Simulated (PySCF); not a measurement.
Sn(H)(OH)(NH2)2, H₆N₂OSn, SMILES [NH2][SnH]([NH2])[OH], singlet (B3LYP/def2-SVP optimised geometry):

```
10

Sn    -0.732    -1.210     0.000
N     -1.626     0.631     0.000
N     -1.272    -1.969     1.825
O      1.270    -1.210     0.000
H     -1.116    -2.031    -1.459
H     -1.446     1.168    -0.848
H     -1.354     1.210     0.795
H     -2.275    -1.884     1.998
H     -1.022    -2.951     1.947
H      1.626    -0.876     0.836
```

Calculation: B3LYP/def2-TZVP, def2 effective core potentials past Kr (PySCF).

Task: What are the frontier orbital energies and the dipole moment?

Result: HOMO-2 -8.17 eV, HOMO-1 -7.35 eV, HOMO -7.15 eV, LUMO -0.82 eV, LUMO+1 0.02 eV; dipole moment 1.22 D.

On the same geometry PBE/def2-TZVP, def2 effective core potentials past Kr (PySCF) gives HOMO-2 -6.76 eV, HOMO-1 -6.13 eV, HOMO -5.95 eV, LUMO -1.40 eV, LUMO+1 -0.42 eV; dipole moment 1.21 D.
